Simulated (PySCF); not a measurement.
# Correlation energy of Cl (chlorine, neutral)

[Ne] 3s2 3p5, 2P determinant. All numbers are calculated (PySCF 2.14, scalar relativity by spin-free X2C-1e, in x2c-TZVPall). Frozen: [Ne]; 7 electrons correlated.

MP2 pair energies summed by pair of shells (mhartree):

```json
{"pair": "3p-3p", "energy": "-96.44", "share (%)": "62.1"}
{"pair": "3s-3p", "energy": "-49.94", "share (%)": "32.2"}
{"pair": "3s-3s", "energy": "-8.86", "share (%)": "5.7"}
```

Total MP2 correlation energy: -155.25 mhartree.

Same-spin part -36.17 and opposite-spin part -119.07 mhartree; SCS-MP2 scales them by 1/3 and 6/5 to -154.94 mhartree.

| level | correlation energy (mhartree) |
| --- | --- |
| CCSD | -179.33 |
| (T) | -5.64 |
| CCSD(T) | -184.97 |

Diagnostics: T1 = 0.0071, D1 = 0.0236, largest double amplitude 0.054.

Cost of the coupled-cluster step: 0.56 s of wall time on 1 thread of Neoverse-V1 (shared host), for 7 correlated electrons.
